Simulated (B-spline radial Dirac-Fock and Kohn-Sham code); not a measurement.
## How core holes in Ho decay

System: the free holmium atom, [Xe] 4f11 5d1 6s1 (not the ground configuration).

Input file task.json (cfg lists n, l and occupation; rrms is the nuclear radius in fm):

```json
{"items": [{
  "Z": 67,
  "q": 0,
  "cfg": [[1, 0, 2], [2, 0, 2], [2, 1, 6], [3, 0, 2], [3, 1, 6], [3, 2, 10], [4, 0, 2], [4, 1, 6], [4, 2, 10], [4, 3, 11], [5, 0, 2], [5, 1, 6], [5, 2, 1], [6, 0, 1]],
  "A": 165,
  "rrms": 5.2022,
  "do": ["binding", "quiet", "decay"],
  "holes": ["K", "L1", "L2", "L3", "M1", "M2", "M3", "M4", "M5", "N1", "N2", "N3", "N4", "N5"]
}]}
```

Command: `python xray_run.py task.json out`

Calculated with a radial B-spline solver, using one-electron (LDA, Dirac) transition rates at Dirac-Fock energies.

Partial widths are in eV. Coster-Kronig decay leaves a hole in the same principal shell; its rates are the weakest part of the model, often 1.5 to 2.5 times too large and more for N holes. Holes without an open Auger channel, or with an unreliable SCF state, are not listed.

```
 hole  radiative   Auger  Coster-Kronig  total  fluorescence yield  lifetime (fs)
   1s       24.7    1.44              0   26.1                   ?              ?
   2s      0.500    1.78           2.83   5.12              0.0978          0.129
2p1/2      0.846    2.66          0.635   4.14               0.204          0.159
2p3/2      0.774    3.23              0   4.00               0.193          0.164
   3s     0.0165   0.791           17.2   18.0            0.000917         0.0366
3p1/2     0.0170   0.872           8.56   9.45             0.00180         0.0696
3p3/2     0.0175   0.997           8.68   9.70             0.00180         0.0679
3d3/2     0.0139    1.20          0.774   1.98             0.00701          0.332
3d5/2     0.0132    1.23              0   1.24              0.0106          0.529
   4s   0.000474  0.0728           12.3   12.4            3.82e-05         0.0530
4p1/2   0.000927  0.0712           10.9   11.0            8.45e-05         0.0600
4p3/2   0.000634  0.0751           8.66   8.74            7.25e-05         0.0753
4d3/2   0.000621  0.0699           4.31   4.38            0.000142          0.150
4d5/2   0.000568  0.0771           4.22   4.30            0.000132          0.153
```

Question: What are the fluorescence yield and the lifetime of the 1s hole?

Answer: The yield is the radiative width over the total, 0.945, and the lifetime is ħ/Γ = 0.0252 fs.
